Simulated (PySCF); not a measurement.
Task: What does the PBE0-D3(BJ)/def2-SVP structure of `[SiH3]C[Si@@H]([SiH3])P` look like in three dimensions?

Result: 
```xyz
16
CH11PSi3 angstrom
Si    -2.0597   -1.0538   -0.0080
C     -1.0188   -0.3841    1.4097
Si     0.5968    0.4658    0.9204
Si     1.9408   -0.9473   -0.3875
P      0.3287    2.3786   -0.2718
H     -2.5452    0.0580   -0.8810
H     -1.2405   -1.9838   -0.8462
H     -3.2457   -1.8008    0.5116
H     -1.6274    0.3247    1.9978
H     -0.7677   -1.2247    2.0809
H      1.3510    0.8511    2.1562
H      1.4119   -1.0212   -1.7850
H      3.3418   -0.4279   -0.4359
H      1.9566   -2.3307    0.1851
H     -0.7211    2.8806    0.5592
H     -0.5710    1.7809   -1.2071
```

Any rigid rotation of these coordinates is as good. Atoms count from 1 in this order. Si1 (SiH3 silicon) is tetrahedral (angles from 108.2° to 110.8°). P5 (three-coordinate phosphorus) is pyramidal (angles 94.4°, 93.8° and 93.7°, sum 281.9°, 0.86 Å off the plane of its three neighbours). Si3 (SiH silicon) is distorted tetrahedral (angles from 106.0° to 114.5°). Of the pairs four or more bonds apart, Si4···H7 is among the closest relative to their van der Waals radii: 3.38 Å, 102 % of the sum of Bondi's values.

Bonds between heavy atoms (Å): Si1–C2 1.882, C2–Si3 1.890, Si3–Si4 2.348, Si3–P5 2.270.

Computed with PBE0-D3(BJ)/def2-SVP geometry optimisation, gas phase (PySCF).

Point group: C1 (no symmetry element, even within 0.4 Å). No frequency check. One conformer, not necessarily the lowest (Si1–C2–Si3–Si4 -55°, C2–Si3–P5–H 44° and -50°).
